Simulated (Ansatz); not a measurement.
Reaction (ligand exchange at a Ga–C bond): `O[CH2][Ga]([OH])[OH]` + HBr → `[OH][Ga]([OH])[Br]` + CH₃OH

Computed with Ansatz on PBE0-D4/def2-TZVP structures; ΔE is electronic, products minus reactants. CCSD(T)/CBS is the MP2 limit (def2-TZVPP, def2-QZVPP) plus CCSD(T) − MP2 in def2-TZVPP, frozen cores. This one scheme is used for every species. Functionals use def2-TZVPP. B3LYP here is the variant with VWN-RPA as its local correlation; programs differ in this. For Br, Ga outer-core shells are correlated without core-valence functions, which leaves a few kJ/mol of doubt a bond. Scalar relativity is left out up to krypton. One conformer a species, not always the lowest.

| level | ΔE (kJ/mol) |
| --- | --- |
| revPBE-D4 | -134.5 |
| PBE0-D4 | -145.2 |
| B3LYP | -145.2 |
| MP2/CBS(def2) | -146.3 |

(1) What does CCSD(T)/CBS give? (Best estimate.)

Largest T1 diagnostic among the species: 0.014.

Answers

(1) The calculation gave: -142.9 kJ/mol. The listed levels differ from it by 8.4, -2.3, -2.3, -3.4 kJ/mol.

In def2-TZVPP, CCSD(T) changes the Hartree–Fock value by +32.4 kJ/mol (the triples alone add +3.1 kJ/mol) and MP2 by +29.0 kJ/mol. From BLYP to BHLYP (50 % exact exchange), in def2-TZVPP and without D4, ΔE moves by −19.4 kJ/mol.

CCSD(T)/CBS has its own doubt, a few kJ/mol and more with outer-core shells, so smaller differences from it don't rank the levels.
